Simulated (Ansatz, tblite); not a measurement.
Cost and result up the ladder for Ge₁₉H₂₈, a nanocrystal cut from cubic germanium (47 atoms). Charge 0, multiplicity 1. Geometry: PBE-D4/def2-SVP.

```xyz
47

Ge    3.850    0.044    1.750
Ge    3.541    1.074   -2.047
Ge    0.960   -2.204    3.479
Ge    0.627   -1.067   -0.340
Ge   -2.163   -3.367    1.367
Ge   -1.803    0.540    2.370
Ge   -2.479   -2.312   -2.529
Ge    1.050    2.760    0.663
Ge   -2.115    1.582   -1.477
Ge    0.337   -0.121   -4.214
Ge    2.799   -0.635    3.852
Ge    2.256    0.730    0.015
Ge    2.160    1.498   -4.021
Ge   -0.249    2.403    2.710
Ge   -0.611   -1.502    1.731
Ge   -0.925   -0.455   -2.136
Ge   -3.678   -3.045   -0.527
Ge   -3.354    1.248    0.610
Ge   -0.555    3.426   -1.065
H     4.863    1.199    2.010
H     4.656   -1.166    1.190
H     4.374   -0.218   -2.299
H     4.549    2.245   -1.842
H     1.564   -3.573    3.041
H     0.186   -2.441    4.810
H     1.391   -2.367   -0.754
H    -1.307   -4.641    1.100
H    -2.984   -3.621    2.667
H    -2.595    0.269    3.689
H    -1.645   -3.512   -3.069
H    -3.495   -1.913   -3.641
H     2.083    3.909    0.891
H    -3.105    1.978   -2.618
H     0.944   -1.499   -4.616
H    -0.638    0.308   -5.351
H     3.869   -1.307    4.764
H     2.268    0.621    4.597
H     3.052    1.418   -5.296
H     1.573    2.935   -3.947
H     0.682    2.143    3.928
H    -1.075    3.692    3.005
H    -4.760   -1.995   -0.155
H    -4.408   -4.388   -0.831
H    -4.501    0.215    0.423
H    -3.995    2.605    1.029
H     0.172    3.850   -2.372
H    -1.363    4.654   -0.546
```

Ansatz on 11 threads of AMD EPYC 7R13 on a shared host and a whole NVIDIA H100 80GB HBM3; xTB runs through tblite on one thread. Times are rough, summed over both states, and most runs start from the orbitals of an earlier one. PBE0-D4/def2-TZVP serves as the yardstick here, not as an exact answer. The other state is a doublet.

The xTB rows come from tblite. Single mean-field runs in def2-TZVP are fitted with def2-universal-jkfit.

Run but left out: PBE-D4/def2-TZVP (charge +1 doublet: an occupied level 0.04 eV above an empty one).

Raw xTB energies of ions are shifted by several eV.

| level | functions | wall time |
| --- | --- | --- |
| GFN2-xTB | 199 | 0.72 s |
| GFN1-xTB | 227 | 0.76 s |
| HF/def2-TZVP (with forces) | 1080 | 56 s |
| PBE0-D4/def2-TZVP (with forces) | 1080 | 75 s |

Question: Estimate what each level gives for the vertical IE (eV).

Answer: 
```
                          level  vertical IE (eV)  difference from PBE0-D4/def2-TZVP (eV)
                       GFN2-xTB             11.26                                    3.36
                       GFN1-xTB             12.80                                    4.90
     HF/def2-TZVP (with forces)              7.83                                   -0.08
PBE0-D4/def2-TZVP (with forces)              7.91                                    0.00
```
